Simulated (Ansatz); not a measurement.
Input for Ansatz (a first-principles code): U-wB97X-V/def2-TZVPP on H3O3Si (SMILES O[Si](O)O).

Ansatz 0.2 input:
```yaml
crystal:
  periodic: [false, false, false]
  atoms:
    - {symbol: O, position_ang: [-0.47359602, 0.64363853, -1.32885097]}
    - {symbol: Si, position_ang: [-0.32042052, -0.24665171, 0.04866845]}
    - {symbol: O, position_ang: [-0.18622106, 0.79219528, 1.32005134]}
    - {symbol: O, position_ang: [1.07467587, -1.11659871, -0.05393323]}
    - {symbol: H, position_ang: [-1.22091395, 1.24595563, -1.39003588]}
    - {symbol: H, position_ang: [-0.03711791, 0.41380290, 2.19160632]}
    - {symbol: H, position_ang: [1.16359358, -1.73234192, -0.78740603]}
basis:
  gaussian:
    orbitals: def2-TZVPP
hamiltonian:
  xc: {name: wB97X-V}
magnetization: {spin_polarized: true, initial_magnetization: 1}
```

It printed:

```
WARN ansatz: RAYON_NUM_THREADS=4 ignored (pool sized by the plan → 4); use --threads N
Functional definition: wB97X-V
integrals: 0.11 GiB planned
921 factors; their error is unknown
integrals: 0.15 GiB planned
196 factors; integrals over basis functions are off by at most 7.9e-6 eV
mean field: 1.29 GiB planned
mean field evaluation 1: about -14060.7293 eV, gradient 5.3e1 eV
mean field evaluation 2: about -14059.0942 eV, gradient 5.9e1 eV
mean field evaluation 4: about -14069.8697 eV, gradient 7.4e-1 eV
mean field evaluation 8: about -14069.8990 eV, gradient 2.9e-2 eV
mean field evaluation 16: about -14069.8990 eV, gradient 5.6e-5 eV
mean field -14069.89904760 eV, -517.0592530793 hartree, gradient 5.6e-5 eV, S^2 0.751915; 0 other end points of the search recorded, 0 dependent functions left out
reference -14069.89904656 eV, -517.0592530411 hartree; 21, 20 occupied and 156, 157 virtual orbitals, 921 factors
Total energy: -14069.89904656 eV, -517.0592530411 hartree
```

The run converged.

Cost: around 19 core-seconds (rough).
